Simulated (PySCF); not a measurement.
## How methods differ on the excitation energy of Cd

Cd [Kr] 4d10 5s2 (1S) → Cd [Kr] 4d9 5s2 6s1 (3D), as a difference of total energies. Calculation: PySCF 2.14, in aug-cc-pwCVTZ-PP with ECP28MDF (8s8p7d4f3g, 122 functions); scalar relativity through the core potential. Correlated levels: valence: 4s2 4p6 frozen; valence and next inner shell: nothing frozen outside the core potential. The calculations carry no spin-orbit coupling.

```csv
method,excitation energy (eV)
UHF,13.662
LDA,15.007
PBE,14.685
PBE0,14.669
r2SCAN,14.818
CAM-B3LYP,14.706
BLYP,14.644
B3LYP,14.713
MP2 (valence),15.369
SCS-MP2 (valence),15.188
MP2 (valence and next inner shell),15.096
SCS-MP2 (valence and next inner shell),14.901
```

Task: How much does correlation contribute at MP2 (valence and next inner shell)?

Result: 15.096 − (13.662) = 1.434 eV, measured against UHF.

The upper state lies above the first ionisation limit, where it may autoionise and the basis confines it. A Rydberg-like electron needs more diffuse functions than a valence basis has.

The promoted electron is Rydberg-like, and one or two diffuse shells describe it only roughly, which tends to raise the upper state.
